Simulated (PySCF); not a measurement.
# Electron correlation in Sb (antimony, neutral)

[Kr] 4d10 5s2 5p2 6s1, 6s spin antiparallel (an excited configuration). All numbers are calculated (PySCF 2.14, the spin-free X2C one-electron Hamiltonian (Gaussian nucleus), in aug-cc-pwCVTZ-DK3 (10s9p7d4f1g, 109 functions)). Frozen: [Ar] 3d10; 23 electrons correlated.

MP2 pair energies summed by pair of shells (mhartree):

| pair | energy | share (%) |
| --- | --- | --- |
| 4d-4d | -330.01 | 44.4 |
| 4p-4d | -127.89 | 17.2 |
| 4d-5s | -76.92 | 10.3 |
| 4d-5p | -43.31 | 5.8 |
| 4p-4p | -40.91 | 5.5 |
| 5s-5p | -28.95 | 3.9 |
| 4s-4d | -27.64 | 3.7 |
| 4s-4p | -15.46 | 2.1 |
| 5s-5s | -13.61 | 1.8 |
| 4p-5s | -9.65 | 1.3 |
| 5p-6s | -6.38 | 0.9 |
| 4p-5p | -4.99 | 0.7 |
| 5p-5p | -4.46 | 0.6 |
| 5s-6s | -4.04 | 0.5 |
| 4d-6s | -3.82 | 0.5 |
| 4s-4s | -3.32 | 0.4 |
| 4s-5s | -1.17 | 0.2 |
| 4s-5p | -0.63 | 0.1 |
| 4p-6s | -0.37 | 0.0 |
| 4s-6s | -0.05 | 0.0 |

Total MP2 correlation energy: -743.57 mhartree.

Same-spin part -255.39 and opposite-spin part -488.18 mhartree; SCS-MP2 scales them by 1/3 and 6/5 to -670.95 mhartree.
